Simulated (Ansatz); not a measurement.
Geometry optimisation, RKS B3LYP-D4/def2-SVP in Ansatz.

input.yaml

```yaml
crystal:
  periodic: [false, false, false]
  atoms:
    - { symbol: Ga, position_ang: [-0.40597, -0.196272, -0.104701] }
    - { symbol: F, position_ang: [2.224662, -0.660732, 1.433152] }
    - { symbol: C, position_ang: [0.412701, -0.238826, -1.887411] }
    - { symbol: C, position_ang: [-1.166102, 1.192647, 1.053845] }
    - { symbol: H, position_ang: [1.760472, -1.434399, 1.584586] }
    - { symbol: Cl, position_ang: [-0.599126, -2.244643, 0.771648] }
    - { symbol: H, position_ang: [0.379373, 0.739524, -2.388937] }
    - { symbol: H, position_ang: [1.464657, -0.545539, -1.7731] }
    - { symbol: H, position_ang: [-0.093701, -0.990389, -2.512261] }
    - { symbol: H, position_ang: [-1.173234, 0.852876, 2.099245] }
    - { symbol: H, position_ang: [-0.597494, 2.131728, 0.975649] }
    - { symbol: H, position_ang: [-2.206338, 1.394025, 0.748185] }
basis:
  gaussian: { orbitals: def2-SVP }
hamiltonian:
  xc: b3lyp
  dispersion: d4
relax:
  f_tol: 0.03
  max_steps: 50
output:
  orbitals: {}
```

Command:

```bash
$ ansatz run input.yaml --threads 4 --pin off --max-ram 5120MiB --backend cpu --events-out ev --progress --plain --runs-dir out
```

Problem. Where does it end, and by what steps?

Solution. The run converged. After 8 steps the energy has fallen by 0.263 eV; F2 moved furthest, 0.58 Å.

```
step  energy less start (eV)  largest force component (eV/Å)  accepted
   0                  0.0000                           0.943       yes
   1                 -0.1138                           0.328       yes
   2                 -0.2075                           0.337       yes
   3                 -0.2545                           0.306       yes
   4                 -0.2584                           0.156       yes
   5                 -0.2607                           0.213       yes
   6                 -0.2626                           0.061       yes
   7                 -0.2625                           0.056        no
   8                 -0.2630                           0.007       yes
```

```xyz
12
Properties=species:S:1:pos:R:3
Ga -0.174 -0.182 -0.003
F 1.744 -0.470 1.178
C 0.495 -0.264 -1.848
C -1.088 1.159 1.101
H 1.362 -1.329 1.379
Cl -0.398 -2.282 0.872
H 0.480 0.722 -2.337
H 1.527 -0.645 -1.846
H -0.125 -0.962 -2.432
H -1.099 0.843 2.154
H -0.595 2.140 1.021
H -2.130 1.270 0.761
```

Time of the run: 43 s on 4 threads of Arm Neoverse N1, on a shared host, peak memory 0.35 GiB.
